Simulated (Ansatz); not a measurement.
Basis-set extrapolation for C2H6F2Si2 (`C=C[Si](F)(F)[SiH3]`) (PBE0-D4/def2-TZVP geometry, frozen core, Ansatz). Multiplicity 1, RHF reference.

```csv
,def2-TZVPP,def2-QZVPP
HF,-856.237894,-856.269306
MP2 correlation,-1.057257,-1.145622
CCSD(T) correlation,-1.144963,not run
```

Energies in hartree. Use E(X) = E(∞) + A·exp(−7.88·√X) for Hartree–Fock and E(X) = E(∞) + B·X^(−2.97) for correlation, with X = 3 and 4, and add CCSD(T) minus MP2 of the smaller set to the MP2 limit.

Q: What is the CCSD(T) energy at the basis-set limit?

A: HF limit: -856.269306 + (-0.031412) × 0.13774 = -856.27363. MP2 limit: -1.145622 + (-0.088365) × 0.74074 = -1.21108. Higher-order term: -1.144963 − (-1.057257) = -0.08771. Total: -857.57242 hartree, 5.16 eV below CCSD(T)/def2-TZVPP.
